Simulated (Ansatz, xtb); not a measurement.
**Relative energy of two isomers of CH8B2N2**

Structure a is `BNBNC`, a singlet and structure b is `BN(C)BN`, a singlet. Both are isolated molecules in the gas phase, relaxed with B3LYP-D3(BJ)/def2-SVP, each in the lowest conformer that the search found.

Quicker runs give these differences E(b) − E(a): GFN2-xTB +0.074 eV; HF/STO-3G +0.111 eV (at GFN2-xTB geometries); r2SCAN-D4/def2-SVP +0.042 eV (at GFN2-xTB geometries).

Q: Estimate E(b) − E(a) at the level CCSD(T)/def2-SVP + ΔMP2/def2-TZVPP.

A: Too close to call at this level: CCSD(T)/def2-SVP + ΔMP2/def2-TZVPP gives E(b) − E(a) = −0.038 eV.

How the difference moves with the method:

```csv
level,geometry,E(b) − E(a) (eV),departure from the last row (eV),"job, with rough time for the two"
GFN2-xTB,GFN2-xTB,+0.074,+0.112,"optimisation, 0.43 s"
HF/STO-3G,GFN2-xTB,+0.111,+0.149,"single point, 0.65 s"
r2SCAN-D4/def2-SVP,GFN2-xTB,+0.042,+0.080,"single point, 4.8 s"
B3LYP-D3(BJ)/def2-SVP,B3LYP-D3(BJ)/def2-SVP,+0.062,+0.100,"optimisation, 47 s"
HF/def2-SVP,B3LYP-D3(BJ)/def2-SVP,+0.090,+0.128,part of the CCSD(T) run
MP2/def2-SVP,B3LYP-D3(BJ)/def2-SVP,+0.012,+0.050,part of the CCSD(T) run
CCSD(T)/def2-SVP,B3LYP-D3(BJ)/def2-SVP,+0.032,+0.070,single point
CCSD(T)/def2-SVP + ΔMP2/def2-TZVPP,B3LYP-D3(BJ)/def2-SVP,−0.038,,"single point, 53 s"
```

As drawn, both hold the same kinds of bond in the same numbers.

The largest departure from CCSD(T)/def2-SVP + ΔMP2/def2-TZVPP is that of HF/STO-3G, 0.149 eV. The last row adds to CCSD(T) the change of the MP2 difference between the two basis sets, here −0.070 eV.

With harmonic frequencies from B3LYP-D3(BJ)/def2-SVP (ideal gas, rigid rotor, one conformer each, 298.15 K, 1 atm): on the last row, ΔE + ΔZPE = −0.047, ΔH = −0.053, ΔG = −0.030 eV.

The correlated steps freeze 5 core orbitals. Programs: Ansatz 0.2.0, xtb 6.7.1; the last row on 2 threads of Intel(R) Xeon(R) Processor @ 2.70GHz on a shared host.
